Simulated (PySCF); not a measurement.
Species: CH11NO2Si3.
Structure used (GFN2-xTB), in Å, numbered top down from 1:
```xyz
18
CH11NO2Si3 angstrom
C      3.051    0.026    0.382
N      1.641    0.095    0.095
Si     0.576   -1.217    0.425
Si    -1.505   -0.393   -0.101
O     -2.124   -1.433   -1.201
O     -2.530   -0.627    1.173
Si    -1.774    1.782   -0.873
H      3.617   -0.493   -0.399
H      3.466    1.028    0.501
H      3.185   -0.520    1.313
H      1.460    0.675   -0.711
H      0.963   -2.492   -0.222
H      0.799   -1.484    1.863
H     -3.011   -1.760   -1.081
H     -2.383   -0.192    2.006
H     -3.150    2.218   -1.158
H     -1.029    2.025   -2.117
H     -1.262    2.766    0.094
```

Level of theory: TDDFT CAM-B3LYP/def2-SVPD, vertical, gas phase, core orbitals frozen in the response (PySCF 2.14.0, density-fitted response routines).

Ground-to-excited transition dipoles (e·a0, same axes as the geometry; the sign carries no meaning), for the states with f of 0.002 or more among the lowest 7:

| state | E (hartree) | μx | μy | μz |
| --- | --- | --- | --- | --- |
| S1 | 0.1913 | -0.294 | 0.185 | -0.132 |
| S2 | 0.2011 | 0.221 | -0.198 | 0.100 |
| S3 | 0.2080 | -0.485 | 0.659 | -0.276 |
| S4 | 0.2182 | -0.360 | -0.144 | -0.073 |
| S5 | 0.2386 | -0.256 | 0.265 | -0.107 |
| S6 | 0.2450 | 0.258 | -0.486 | 0.233 |
| S7 | 0.2552 | 0.018 | 0.095 | -0.245 |

**Question.** What oscillator strength does each state have?

**Answer.** f = (2/3) ΔE |μ|² with ΔE in hartree (27.2114 eV).

| state | \|μ\|² (au) | \|μ\| (D) | f |
| --- | --- | --- | --- |
| S1 | 0.138 | 0.95 | 0.018 |
| S2 | 0.098 | 0.80 | 0.013 |
| S3 | 0.746 | 2.20 | 0.103 |
| S4 | 0.156 | 1.00 | 0.023 |
| S5 | 0.147 | 0.98 | 0.023 |
| S6 | 0.357 | 1.52 | 0.058 |
| S7 | 0.070 | 0.67 | 0.012 |

**Question.** What angle do the transition dipoles of S1 and S2 make?

**Answer.** |cos θ| = |μa·μb| / (|μa| |μb|) = 0.99, so θ ≈ 9° (taken between 0 and 90°, since the signs are arbitrary).

**Question.** How is the summed strength of these states shared among x, y and z?

**Answer.** (2/3) Σ ΔE μα² gives 0.090 for x, 0.124 for y and 0.036 for z, 0.250 in all.

**Question.** What peak molar absorption coefficient would the strongest computed level give as a lone Gaussian band 0.4 eV wide at half height?

**Answer.** ε(max) = 2.175×10⁸ f / FWHM, with the width in cm⁻¹. S3: 2.175×10⁸ × 0.1034 / 3226 ≈ 7000 L mol⁻¹ cm⁻¹.

The run took 2.1 min wall on one thread of an Arm Neoverse N1, no GPU, shared host, and the process peaked at 1.1 GiB of memory.

One conformer stands for the species.

Without π bonds the low states may be Rydberg-like; a valence basis with one diffuse set may place them up to an eV too high.
